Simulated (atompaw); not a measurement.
## Cutoff test, potassium (K), PAW (atompaw)

- Element: potassium (K)
- Generator: atompaw 4.2.0.5
- Type: PAW
- Functional: LDA (PW92)
- Relativity: scalar-relativistic
- Frozen core: [Ne] 3s2
- Valence charge: 7
- Reference configuration: 3p6 4s1 4p0
- Partial waves: 4s (bound): rc 3.00 bohr; 4s channel at 2.5 Ry: rc 3.00 bohr; 3p (bound): rc 1.80 bohr; 4p (bound, empty): rc 2.35 bohr; 3d channel at 0.2 Ry: rc 3.00 bohr; 3d channel at 2.7 Ry: rc 3.00 bohr
- Local potential: troulliermartins scheme with l = 3 at 0 Ry, radius 2.55 bohr
- Core correction: smooth core density matched at 2.55 bohr
- Augmentation charge: sinc compensation charge, radius 2.85 bohr; PAW radius 3.00 bohr; waves and projectors: custom rrkj gramschmidtortho

The pseudo-atom Hamiltonian at the reference potential is diagonalised in spherical Bessel functions j_l(qr) that vanish at 20 bohr, with q² up to the cutoff. All-electron valence levels (Ry): 4s -0.1784, 3p -1.3846, 4p -0.0616.

Task: How do the lowest levels (Ry) of each channel move with the cutoff, and are there ghosts?

Result:

```csv
cutoff (Ry),s #1,s #2,p #1,p #2,d #1,f #1,f #2,Σ f·Δε (mRy)
8,-0.1784,0.0081,-1.3005,-0.0499,0.0121,0.0872,0.2026,504.7
10,-0.1784,0.0081,-1.3282,-0.0519,0.0107,0.0872,0.2026,338.6
12,-0.1784,0.0079,-1.3462,-0.0539,0.0106,0.0872,0.2026,230.4
15,-0.1784,0.0067,-1.3669,-0.0576,0.0105,0.0872,0.2026,106.4
18,-0.1784,-0.0013,-1.3769,-0.0598,0.0105,0.0872,0.2026,46.4
21,-0.1784,-0.0024,-1.3822,-0.0610,0.0105,0.0872,0.2026,14.4
30,-0.1784,-0.0026,-1.3843,-0.0613,0.0105,0.0872,0.2026,1.7
35,-0.1784,-0.0028,-1.3844,-0.0614,0.0105,0.0872,0.2026,1.2
40,-0.1784,-0.0029,-1.3845,-0.0614,0.0105,0.0872,0.2026,0.7
45,-0.1784,-0.0029,-1.3846,-0.0614,0.0105,0.0872,0.2026,0.2
50,-0.1784,-0.0029,-1.3846,-0.0614,0.0105,0.0872,0.2026,0.2
400,-0.1784,-0.0029,-1.3846,-0.0614,0.0105,0.0872,0.2026,0.0
```

Result: ghost state, extra bound levels that the all-electron valence spectrum of the same l lacks: s at -0.04 eV (a true bound ghost makes a file unfit for plane-wave use); 10 mRy is reached at 25 Ry and 1 mRy at 40 Ry.
